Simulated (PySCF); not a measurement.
CH9BrGe2SSi.
Bonds: Si1–C2, C2–Ge3, Ge3–S4, S4–Ge5, Ge5–Br6. Hydrogens: H7, H8, H9 on Si1; H10, H11 on C2; H12, H13 on Ge3; H14, H15 on Ge5.

All values: CAM-B3LYP/def2-SVPD (PySCF, non-relativistic), on one gas-phase PBE0-D3(BJ)/def2-SVP geometry that isn't relaxed in the solvent. The solvent is an IEF-PCM continuum (van der Waals radii × 1.2). The model holds no explicit solvent molecules, cavitation or dispersion. Spin–orbit coupling is left out although an atom past zinc is present.

Gas phase at CAM-B3LYP/def2-SVPD: HOMO -8.72 eV, LUMO -0.21 eV, dipole 1.23 D.

Task: What does the continuum do to the energy, the frontier levels and the dipole at CAM-B3LYP/def2-SVPD in dichloromethane and dimethylsulfoxide?

Result: 
```tsv
solvent	ε	E(solvent) − E(gas) (kJ/mol)	polarisation term (kJ/mol)	distortion of the solute (kJ/mol)	HOMO (eV)	LUMO (eV)	dipole (D)
dichloromethane	8.93	-10.90	-12.76	1.86	-8.69	-0.10	1.72
dimethylsulfoxide	46.83	-12.91	-15.61	2.70	-8.70	-0.10	1.85
```

The first energy column is the sum of the next two and covers electrostatics alone. From dichloromethane to dimethylsulfoxide the lowering changes by a factor 1.18, Onsager's factor (ε − 1)/(2ε + 1) by 1.15 and ε itself by 5.2.

Task: Which radius a makes the point-dipole formula ΔE = −[(ε − 1)/(2ε + 1)]·μ²/a³ give the value in dimethylsulfoxide, with the gas-phase dipole?

Result: μ = 0.482 au and |ΔE| = 0.00492 Eh give a = 1.50 Å; the farthest nucleus lies 4.02 Å from the centroid of the nuclei, so such a sphere wouldn't even hold the nuclei. The formula assumes a rigid point dipole at the centre of a sphere.

Task: How does the static polarisability (CAM-B3LYP/def2-SVPD, frozen core, with the continuum's full static response) change?

Result: 
```csv
medium,isotropic (au),principal values (au),⟨r²⟩ of the electrons (bohr²)
gas,141.2,"133.9, 135.8, 154.0",2816.7
dichloromethane,192.4,"184.1, 190.8, 202.1",2817.0
dimethylsulfoxide,204.1,"195.9, 203.7, 212.8",2817.1
```

The isotropic value in dimethylsulfoxide is 1.45 times the gas-phase one; no cavity-field correction is applied. ⟨r²⟩ is taken about the centre of nuclear charge.

The values belong to the conformer `[SiH3:1][CH2:2][GeH2:3][S:4][GeH2:5][Br:6]`: Si1–C2–Ge3–S4 56°, C2–Ge3–S4–Ge5 47°, Ge3–S4–Ge5–Br6 43°.
